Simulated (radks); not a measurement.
Q: These are the eigenvalues of the occupied orbitals of an atom or ion with whole-number occupations (eV). Calculated with a radial shooting solver on a logarithmic mesh with Libxc functionals: Dirac Kohn-Sham, LDA (Slater exchange, VWN5 correlation), spin-unpolarised, spherical densities, finite nucleus; Fermi nuclear charge, rms radius of each element as measured or else 0.836 A^(1/3) + 0.57 fm.

orbital  eigenvalue
1s1/2     -44929.90
2s1/2     -7302.660
2p1/2     -6918.880
2p3/2     -6359.342
3s1/2     -1591.600
3p1/2     -1426.574
3p3/2     -1314.121
3d3/2     -1026.031
3d5/2     -1001.633
4s1/2     -315.7779
4p1/2     -252.9970
4p3/2     -228.3067
4d3/2     -124.8324
4d5/2     -120.4471
5s1/2      -41.8535
5p1/2      -25.0235
5p3/2      -21.7130
6s1/2       -3.6706
4f5/2       -2.4425

Which element is it, and in what charge state? The configuration may be excited. Open shells, if any, fill j = l - 1/2 first.

A: Z = 61, promethium, charge 0: Pm in [Xe] 4f5 6s2. The list shows which subshells hold electrons but not how many an open one holds; the 1s level, -1651.1 hartree, gives Z - s = 57.5 by -(Z - s)^2/2, which with screening and relativity narrows Z to a few neighbours, and the depths of the outer levels then fix element, charge and occupations together.
